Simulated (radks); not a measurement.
Values are calculated unless marked as measured or tabulated.
Question: The mean radii <r> (bohr) of the occupied orbitals of an atom or ion are listed with their occupations. Code: a radial shooting solver on a logarithmic mesh with Libxc functionals. Model: Dirac Kohn-Sham, PBE, spin-unpolarised, spherical densities, point nucleus.

orbital  occ.      <r>
1s1/2       2  0.03263
2s1/2       2   0.1416
2p1/2       2   0.1203
2p3/2       4   0.1252
3s1/2       2   0.3903
3p1/2       2   0.3830
3p3/2       4   0.3937
3d3/2       4   0.3681
3d5/2       6   0.3716
4s1/2       2   0.9675
4p1/2       2    1.036
4p3/2       4    1.063
4d3/2       4    1.319
4d5/2       1    1.331
5p1/2       1    2.732

Name the element and its charge. Open shells, if any, fill j = l - 1/2 first.

Answer: Z = 45, rhodium, charge +3: Rh3+ in [Kr] 4d5 5p1. The 1s radius gives Z: for a bare nucleus <r> = (2 gamma + 1)/(2Z) with gamma = sqrt(1 - (Z/c)^2), 0.0321 bohr for Z = 45, and screening makes it slightly larger (0.03263 here). The occupations add up to 42, and the charge is Z minus that.
